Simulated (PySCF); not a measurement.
Bond curve of AgF

Set-up: PySCF, scalar-relativistic core potentials, basis sets Ag cc-pVDZ-PP with ECP28, F cc-pVDZ. Energies in eV from Ag (4d10 5s1) + F in their ground configurations at the same level. State: ¹Σ⁺ (singlet), closed shell.

All columns are PBE0. A positive dipole means Ag(−)F(+).

| R (Å) | E (eV) | μ (D) | Mulliken charge on Ag (basis-dependent) | HOMO (eV) | LUMO (eV) | Mayer bond order | ⟨S²⟩ |
| --- | --- | --- | --- | --- | --- | --- | --- |
| 1.698 | -2.092 | -4.07 | 0.43 | -7.33 | -2.66 | 0.97 | 0.00 |
| 1.778 | -2.671 | -4.44 | 0.44 | -7.48 | -2.80 | 0.95 | 0.00 |
| 1.857 | -2.979 | -4.77 | 0.45 | -7.60 | -2.93 | 0.94 | 0.00 |
| 1.916 | -3.083 | -5.00 | 0.46 | -7.67 | -3.03 | 0.93 | 0.00 |
| 1.975 | -3.107 | -5.21 | 0.46 | -7.71 | -3.12 | 0.93 | 0.00 |
| 2.034 | -3.073 | -5.42 | 0.46 | -7.67 | -3.20 | 0.93 | 0.00 |
| 2.113 | -2.963 | -5.67 | 0.46 | -7.53 | -3.32 | 0.92 | 0.00 |
| 2.212 | -2.758 | -5.97 | 0.46 | -7.35 | -3.45 | 0.91 | 0.00 |
| 2.330 | -2.459 | -6.30 | 0.46 | -7.14 | -3.60 | 0.90 | 0.00 |
| 2.489 | -2.032 | -6.71 | 0.46 | -6.92 | -3.79 | 0.89 | 0.00 |

A fit through these points gives, at Re = 1.968 Å, μ = -5.18 D and dμ/dR = -3.55 D/Å; the reduced mass is 16.13 u.

Problem. How strong is the fundamental in the double-harmonic approximation, I = 42.26·(dμ/dR)²/μred km/mol?

Solution. I = 42.26·(-3.55)²/16.13 = 33.0 km/mol at PBE0.

These are scalar-relativistic numbers at best; spin–orbit coupling would shift them, the dissociation energy most.
